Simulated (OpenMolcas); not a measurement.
Computed levels of Cl+

```yaml
Program: OpenMolcas 26.06
Method: "SS-CASPT2, IPEA 0.25 Eh, imaginary shift 0.1 Eh (closed shells correlated: 2s 2p)"
Basis: ANO-RCC-VTZP [5s4p2d1f]
Scalar_Hamiltonian: DKH2, point nucleus
Active_space: 6 electrons in 4 orbitals (3s 3p)
State_averaging: 2S+1 = 3 even, 3 roots; 2S+1 = 1 even, 6 roots kept (CI in the orbitals of an earlier block); 2S+1 = 3 odd, 3 roots; 2S+1 = 1 odd, 3 roots kept (CI in the orbitals of an earlier block)
Spin-orbit_coupling: state interaction with AMFI integrals over the reference wave functions, term energies averaged over their components
```

Spin-free terms above the lowest, with the occupations of the reference:

```json
{"Configuration": "3s2 3p4", "Term": "3P", "E (eV)": "0.0000", "Occupations": "3s 2.00 3p 4.00"}
{"Configuration": "3s2 3p4", "Term": "1D", "E (eV)": "1.460", "Occupations": "3s 2.00 3p 4.00"}
{"Configuration": "3s2 3p4", "Term": "1S", "E (eV)": "3.433", "Occupations": "3s 1.93 3p 4.07"}
{"Configuration": "3s 3p5", "Term": "3P*", "E (eV)": "12.873", "Occupations": "3s 1.00 3p 5.00"}
{"Configuration": "3s 3p5", "Term": "1P*", "E (eV)": "18.267", "Occupations": "3s 1.00 3p 5.00"}
```

With spin-orbit coupling, above the lowest level:

```tsv
Configuration	Term	J	E (eV)	Measured (eV)	g	Term weight %
3s2 3p4	3P	2	0.0000	0.0000	1.500	100
3s2 3p4	3P	1	0.0806	0.0863	1.501	100
3s2 3p4	3P	0	0.1163	0.1235		100
3s2 3p4	1D	2	1.503	1.4449	1.001	100
3s2 3p4	1S	0	3.478	3.4564		100
3s 3p5	3P*	2	12.875	11.5761	1.501	100
3s 3p5	3P*	1	12.953	11.6545	1.501	100
3s 3p5	3P*	0	12.993	11.6959		100
3s 3p5	1P*	1	18.309		1.000	100
```

Against the 7 measured excited levels shown (NIST Handbook of Basic Atomic Spectroscopic Data) the mean absolute deviation is 4600 cm-1; the largest miss in energy is 3s 3p5 3P* 2: computed 12.875, measured 11.5761 eV (+11.2 %).

Spin-orbit coupling puts the lowest level 0.0413 eV below the lowest spin-free term.

For 3P the intervals divided by the larger J are -288.2, -325.1 cm-1. Landé's interval rule makes them equal in pure LS coupling; they differ by 12 % of their mean. The multiplet is inverted.

CASPT2 breaks the degeneracy within a term, and the mean is taken; among the terms shown or strongly mixed into the levels shown the widest spread is 140 cm-1 (3s2 3p4 1D). Over all roots computed the reference weight is 0.87 to 0.95; the roots of lowest weight are the least certain, and an intruder state may touch them. Terms from blocks run as CI alone lack orbitals of their own. Terms of s pⁿ other than that of highest spin mix with s² pⁿ⁻² d, which this space lacks; all of them can be thousands of cm-1 off, and some have no real level of that name. Measured partners are found by configuration, term and J. A level has none where our copy of the source lacks it or the pairing is in doubt (some pairs that miss far off the trend of their configuration count as doubtful), and it then counts in no deviation. Levels of configurations outside the active space are missing. The first state left out of the spin-orbit step lies near 290000 cm-1 above the lowest spin-free state of the reference (among the parities and spins computed), and the list stops at four fifths of that energy or lower.

The term weight is that of the spin-free term in the level, not the purity of its configuration. * marks odd parity.
